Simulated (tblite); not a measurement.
Run record: tight-binding relaxation, `[SiH3]/C=C/S[SiH2]P`.

Computed with GFN2-xTB geometry optimisation, gas phase (tblite 0.8.0). Start geometry: from a force field or distance geometry. The command runs a driver script over a list of jobs; the input below is this job's line of settings and its coordinates in Å.

Command:
```bash
OMP_NUM_THREADS=1 python probes_run.py task.json out
```

Input:
```
{"job": {"kind": "relax", "xc": "GFN2-xTB", "basis": "xTB"}, "charge": 0, "multiplicity": 1}
Si     3.121900     0.312200     0.450300
C      1.651100    -0.383400    -0.413300
C      0.422300    -0.453400     0.096700
S     -0.865200    -1.145500    -0.849300
Si    -2.667200    -0.822400     0.290500
P     -3.166000     1.333500     0.140500
H      4.113000    -0.747200     0.705500
H      3.738700     1.373100    -0.385200
H      2.701900     0.908300     1.747000
H      1.876700    -0.773300    -1.388600
H      0.189600    -0.068300     1.086700
H     -2.426300    -1.179000     1.704600
H     -3.776800    -1.623400    -0.280600
H     -3.053700     1.439200    -1.265800
H     -1.864300     1.837400     0.396600
```

Output:
```
step      E/eV     max force
  0    -491.72418    1.203
  1    -491.77726    0.595
  2    -491.81540    0.664
  3    -491.82846    0.401
  4    -491.84789    0.411
  5    -491.85768    0.341
  6    -491.86241    0.170
  7    -491.86599    0.146
  8    -491.86922    0.182
  9    -491.87274    0.184
... (179 lines left out)
189    -491.98078    0.024
190    -491.98082    0.021
191    -491.98086    0.016
192    -491.98089    0.011
193    -491.98091    0.011
194    -491.98093    0.010
195    -491.98094    0.011
196    -491.98096    0.012
197    -491.98099    0.011
198    -491.98101    0.009
```

«max force» is the largest atomic force in eV/Å.

**Question.** From which step on does the largest force stay under 0.1 eV/Å, and how much energy is left to gain from there?

**Answer.** From step 146 (0.042 eV/Å), 12.5 meV above the end.

Main results: energy lowered by 5.9 kcal/mol over 198 steps; largest atomic force 0.009 eV/Å at the end.

**Question.** Where do the atoms end?

**Answer.** 0.840 Å rms from the input after alignment:
```
atom  x, y, z in Å
Si1    3.0754    0.4786    0.4324
C2     1.7774   -0.7195   -0.2014
C3     0.4768   -0.5610   -0.0107
S4    -0.7477   -1.6691   -0.6353
Si5   -2.5936   -0.7973    0.0561
P6    -2.2647    1.3276    0.6813
H7     4.1730   -0.2910    1.0212
H8     3.5856    1.2723   -0.6892
H9     2.4766    1.3609    1.4336
H10    2.1032   -1.5823   -0.7669
H11    0.0730    0.2754    0.5463
H12   -3.0404   -1.5321    1.2393
H13   -3.5071   -1.0020   -1.0646
H14   -3.6057    1.6465    0.5841
H15   -1.9861    1.8011   -0.5906
```

On one thread, Intel Xeon at 2.50 GHz (x86_64), shared host with 64 logical CPUs at a one-minute load of 59, this took 5.8 s of wall time.
Labels such as C1 count atoms from 1, the log's own numbers from 0.
